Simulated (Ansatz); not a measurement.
`CN(C)CCCN` + CH₃NH₂ → `CNCCN` + `CN(C)C`  (substitution at a C–C bond)

Calculated with Ansatz (gas phase, PBE0-D4/def2-TZVP geometries, no zero-point term in ΔE). CCSD(T)/CBS adds triple-zeta CCSD(T) − MP2 to the extrapolated MP2 energy (def2 sets, frozen cores). Each species was taken in one conformer, which may not be the lowest.

| species | SCS-MP2/def2-QZVPP energy (Eh) |
| --- | --- |
| `CN(C)CCCN` | -307.90144 |
| CH₃NH₂ | -95.69949 |
| `CNCCN` | -229.43596 |
| `CN(C)C` | -174.15709 |

(1) Work out ΔE.

Largest T1 diagnostic among the species: 0.009.

Answers

(1) ΔE = (-229.43596) + (-174.15709) − (-307.90144) − (-95.69949) = 0.00788 Eh = +20.7 kJ/mol. CCSD(T)/CBS gives +22.0 kJ/mol.

At CCSD(T), def2-SVP lies −6.1 kJ/mol from the extrapolated value and def2-TZVPP −1.3 kJ/mol. The D4 term adds +5.6 kJ/mol with B3LYP and +3.7 kJ/mol with PBE0; it sums over pairs of atoms, weighted by their polarisabilities, and B3LYP, whose exchange is more repulsive, gets the larger term. In def2-TZVPP, CCSD(T) changes the Hartree–Fock value by +9.9 kJ/mol (the triples alone add +0.8 kJ/mol) and MP2 by +12.3 kJ/mol.

B3LYP here is the variant with VWN-RPA as its local correlation; programs differ in this.
